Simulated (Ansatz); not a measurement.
```xyz
15

B    -1.442   -0.738   -0.298
N    -0.104   -0.581    0.024
C     0.747   -1.709    0.339
C     0.628    0.674    0.094
C    -0.173    1.917   -0.209
H    -2.127    0.206   -0.555
H    -1.891   -1.848   -0.311
H     1.160   -1.615    1.350
H     0.175   -2.632    0.277
H     1.590   -1.768   -0.358
H     1.480    0.610   -0.596
H     1.065    0.757    1.099
H     0.478    2.790   -0.123
H    -1.004    2.041    0.487
H    -0.583    1.896   -1.220
```

Charge 0, multiplicity 1.

Question: List the ωB97M-V/def2-TZVPP orbital energies in eV (the Gaussian-basis code of Ansatz). (An estimate is asked.)

Answer: The calculation gave: Occupied: -394.93, -282.32, -282.07, -281.19, -186.88, -28.49, -23.99, -21.46, -20.27, -16.58, -16.00, -15.95, -14.29, -14.16, -13.51, -12.61, -12.33, -12.27, -11.05, -9.71. Lowest empty: 1.93, 2.40, 3.19, 3.60, 4.05, 4.32, 4.43, 4.50.
